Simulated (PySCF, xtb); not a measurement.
AlHBr2, SMILES [Br][AlH][Br].

GFN2-xTB (xtb) at its own geometry gives an orbital gap of 5.01 eV and a dipole moment of 2.29 D.

Geometry: B3LYP-D3(BJ)/def2-SVP.

**Question.** What does PySCF with r2SCAN/def2-TZVPD give? (Estimate from the structure and the level; the computed values follow.)

**Answer.** gap 5.60 eV (levels -7.73 and -2.13 eV), dipole 0.88 D.
